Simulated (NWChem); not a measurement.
System: C₄H₄F₂; SMILES C#CC(F)(F)C

```xyz
10

C     -0.0388     2.3567     0.0000
C     -0.0510     1.1484     0.0000
C     -0.0197    -0.3249     0.0000
C      1.3745    -0.9010     0.0000
F     -0.6934    -0.7803    -1.0885
F     -0.6934    -0.7803     1.0885
H     -0.0402     3.4319     0.0000
H      1.9179    -0.5721     0.8952
H      1.2942    -1.9968     0.0000
H      1.9179    -0.5721    -0.8952
```
Atoms are numbered in this order, from 1.

Results from NWChem. All runs use the structure optimised with PBE0/def2-SVP. Level: M06-2X/def2-SVP with COSMO at NWChem's default radii, gas-phase geometry; the question gives the dielectric constant.

Task: What does the run give for dielectric constant 4.8? Quantities: electrostatic solvation energy (kcal/mol); dipole in solution (D).

Result: 
- electrostatic solvation energy (kcal/mol): -3.4
- dipole in solution (D): 2.78
